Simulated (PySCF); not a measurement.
B(Me)2(OSiH3) (C₂H₉BOSi), SMILES CB(C)O[SiH3].

Geometry optimised at r2SCAN-D4/def2-SVP. The structure was generated by enumeration, and PubChem lists no compound with its InChIKey, so it may never have been made. The values are those of a single conformer.

Vertical ionisation energy (IE) and electron affinity (EA) in eV. Rows of orbital energies are one-electron estimates. Where ΔSCF, EOM or ADC give a negative EA the extra electron is unbound and the value depends on the basis.

```tsv
level	IE	EA
−ε(HOMO), −ε(LUMO), PBE0/def2-TZVP (PySCF)	8.08	-0.21
−ε(HOMO), −ε(LUMO), PBE/def2-TZVP (PySCF)	6.65	0.75
```
